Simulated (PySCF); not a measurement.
Ground-state electric properties of a mixed set of molecules.

All values: wB97X-D/def2-SVPD (PySCF) at GFN2-xTB geometries, gas phase, one conformer each. Core orbitals are frozen in the response; Δα² is half the sum of the squared differences of the principal polarisabilities.

Task: Rank by mean static polarisability, lowest first.
A. `Fc1cccc2nn[nH]c12`
B. `C[SiH]1[SiH2][SiH2][SiH2]1`
C. `c1cncpc1`
D. `Fc1ccc2cnnn2c1`

Result: C (11.06 Å³), A (12.83 Å³), D (13.06 Å³), B (19.15 Å³).

Task: Rank by HOMO energy, highest first.
A. `Fc1ccc2cnnn2c1`
B. `C[SiH]1[SiH2][SiH2][SiH2]1`
C. `c1cncpc1`

Result: A (-8.53 eV), C (-9.00 eV), B (-9.13 eV).

Task: Rank by dipole moment, highest first.
A. `C[SiH]1[SiH2][SiH2][SiH2]1`
B. `c1cncpc1`
C. `n1nn2cc(ccc2c1)F`
D. `c1(c2c(ccc1)nn[nH]2)F`

Result: C (4.17 D), D (2.78 D), B (1.93 D), A (0.85 D).

All values together:

| SMILES | formula | μ (D) | HOMO (eV) | LUMO (eV) | α (Å³) | Δα (Å³) | electrons | α per electron (Å³) |
| --- | --- | --- | --- | --- | --- | --- | --- | --- |
| Fc1cccc2nn[nH]c12 | C6H4FN3 | 2.78 | -8.99 | 0.21 | 12.83 | 8.62 | 70 | 0.183 |
| Fc1ccc2cnnn2c1 | C6H4FN3 | 4.17 | -8.53 | -0.08 | 13.06 | 9.47 | 70 | 0.187 |
| c1cncpc1 | C4H4NP | 1.93 | -9.00 | -0.20 | 11.06 | 6.26 | 50 | 0.221 |
| C[SiH]1[SiH2][SiH2][SiH2]1 | CH10Si4 | 0.85 | -9.13 | 0.19 | 19.15 | 5.58 | 72 | 0.266 |
